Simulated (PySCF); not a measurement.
## C6H6FO2: g tensor and hyperfine couplings

Compound: C6H6FO2 (doublet state).
Z-matrix (Å and degrees, GFN2-xTB geometry), rows numbered from 1:
```
C 
C   1  1.4580
C   2  1.5488  1   89.74
O   3  1.2035  2  125.79  1    86.38
C   3  1.5157  2  107.13  1   -94.49
C   5  1.5058  3  106.84  2    -2.37
O   6  1.1947  5  127.53  3   161.58
C   2  1.5173  1  114.38  3  -106.81
F   8  1.3786  2  109.97  1  -177.45
H   1  1.0721  2  120.05  3   -86.86
H   1  1.0735  2  120.66  3    86.14
H   2  1.0878  1  115.76  3   115.71
H   5  1.0947  3  108.50  2  -120.08
H   5  1.0919  3  112.96  2   121.76
H   8  1.0946  2  114.71  1   -56.92
```

The hyperfine couplings belong to this conformer and change with its torsions.

As a line formula: `[CH2][C@@H]1C(=O)CC(=O)[C@H]1F` [radical].

Computed, not measured: UKS B3LYP, pcH-1 on C F H O, non-relativistic, mean-field spin-orbit, GIAO in PySCF. Geometry: GFN2-xTB, one conformer, isolated molecule. GFN2-xTB frequencies show an imaginary mode (78i cm⁻¹), so this geometry is no minimum at that level. The geometry wasn't refined by DFT: couplings that depend on bond lengths, twists or pyramidal angles can differ widely from those at the functional's own minimum. The SCF solution wasn't tested for stability.

| Property | Result |
| --- | --- |
| g1, g2, g3 | 2.00243, 2.00354, 2.00562 |
| g_iso | 2.00386 |
| Form of g | rhombic: the two nearest values differ by 35 % of g3 − g1 |
| ⟨S²⟩ | 0.7600 (exact 0.7500) |
| α and β electrons | 34, 33 |
| Total energy | -482.47730 Eh |

Isotropic coupling and dipolar principal values T1 to T3, in G; ρ(0) is the spin density at the nucleus (MHz turned into gauss with g_iso; 10 G = 1 mT):

| atom | isotope | a_iso | T1 | T2 | T3 | Mulliken spin population | ρ(0) (bohr⁻³) |
| --- | --- | --- | --- | --- | --- | --- | --- |
| C1 | 13C | 26.6 | -25.5 | -25.0 | 50.5 | 0.92 | 0.0664 |
| C2 | 13C | -7.4 | -1.7 | -0.7 | 2.4 | -0.06 | -0.0184 |
| C3 | 13C | 21.8 | -5.5 | -0.9 | 6.5 | 0.01 | 0.0543 |
| O4 | 17O | -4.2 | -20.2 | 9.2 | 11.0 | 0.16 | 0.0194 |
| C5 | 13C | -1.7 | -0.5 | 0.0 | 0.4 | 0.00 | -0.0042 |
| C6 | 13C | -0.3 | -0.3 | -0.2 | 0.5 | 0.00 | -0.0008 |
| O7 | 17O | 0.0 | -0.1 | 0.0 | 0.1 | 0.00 | 0.0001 |
| C8 | 13C | 5.4 | -0.8 | -0.6 | 1.4 | 0.01 | 0.0135 |
| F9 | 19F | -0.8 | -2.2 | -1.8 | 3.9 | 0.00 | -0.0005 |
| H10 | 1H | -20.1 | -12.1 | -0.1 | 12.2 | -0.04 | -0.0126 |
| H11 | 1H | -20.2 | -12.4 | 0.2 | 12.2 | -0.04 | -0.0127 |
| H12 | 1H | 14.2 | -1.5 | -1.0 | 2.5 | 0.02 | 0.0089 |
| H13 | 1H | 0.7 | -0.6 | -0.6 | 1.2 | 0.00 | 0.0004 |
| H14 | 1H | 6.2 | -0.8 | -0.5 | 1.3 | 0.01 | 0.0039 |
| H15 | 1H | 0.5 | -1.2 | -0.7 | 1.8 | 0.01 | 0.0003 |

Largest spin populations (Mulliken): C1 (+0.92), O4 (+0.16) and C2 (-0.06). The angles at C1 add up to 359.6°, so it is planar; its axial dipolar tensor and the negative couplings of its protons fit spin in a p orbital normal to that plane.

Under fast tumbling the dipolar parts average out, and these isotropic splittings remain: 2 × 1H (H10/H11, I = 1/2, 3 lines) with 2.01 mT, 1 × 1H (H12, I = 1/2, 2 lines) with 1.42 mT, 1 × 1H (H14, I = 1/2, 2 lines) with 0.62 mT, 1 × 19F (F9, I = 1/2, 2 lines) with 0.08 mT, 1 × 1H (H13, I = 1/2, 2 lines) with 0.07 mT and 1 × 1H (H15, I = 1/2, 2 lines) with 0.05 mT.

Means are taken over nuclei equivalent by connectivity, which assumes that they swap fast.

The 17O coupling of O4 (-11.8 MHz) shows only in satellite lines or after enrichment, since that isotope makes up about 0.038 % of natural oxygen.

The 13C coupling of C1 (74.6 MHz) shows only in satellite lines or after enrichment, since that isotope makes up about 1.07 % of natural carbon.
